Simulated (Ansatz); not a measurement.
Computed with Ansatz on PBE0-D4/def2-TZVP structures; ΔE is electronic, products minus reactants. CCSD(T)/CBS adds triple-zeta CCSD(T) − MP2 to the extrapolated MP2 energy (def2 sets, frozen cores). This one scheme is used for every species. DFT in def2-TZVPP. HSE06 is defined as in plane-wave codes. def2 core potentials past Kr. For Sn outer-core shells are correlated without core-valence functions, which leaves a few kJ/mol of doubt a bond. One conformer a species, not always the lowest.

`[Cl][SnH2][Cl]` + `O[SiH3]` → `[SiH3][O][SnH2][Cl]` + HCl  (ligand exchange at the Sn–Cl bond)

**Question.** Is it downhill or uphill in electronic energy at CCSD(T)/CBS, and by how much? (Estimate.)

**Answer.** Ansatz gave: Uphill: ΔE = +45.1 kJ/mol.

**Question.** What do these levels give: BLYP-D4, ωB97M-V, PBE-QIDH, HSE06, MP2/def2-TZVPP, SCS-MP2/def2-TZVPP? (An estimate is asked.)

**Answer.** Computed: BLYP-D4 46.8, ωB97M-V 50.9, PBE-QIDH 52.7, HSE06 59.0, MP2/def2-TZVPP 44.8, SCS-MP2/def2-TZVPP 42.9 kJ/mol.

Largest T1 diagnostic among the species: 0.013.

In def2-TZVPP, CCSD(T) changes the Hartree–Fock value by −13.4 kJ/mol (the triples alone add −1.5 kJ/mol) and MP2 by −10.8 kJ/mol. The D4 term adds −6.2 kJ/mol with B3LYP and −3.7 kJ/mol with PBE0; it sums over pairs of atoms, weighted by their polarisabilities, and B3LYP, whose exchange is more repulsive, gets the larger term. Leaving LDA and LC-ωPBE aside and taking each functional with its dispersion term where it has one, the values, not all of them listed here, spread over 8.7 kJ/mol, from CAM-B3LYP-D4 to HSE06-D4. LDA lies −3.5 kJ/mol from PBE without D4.

B3LYP here is the variant with VWN-RPA as its local correlation; programs differ in this.
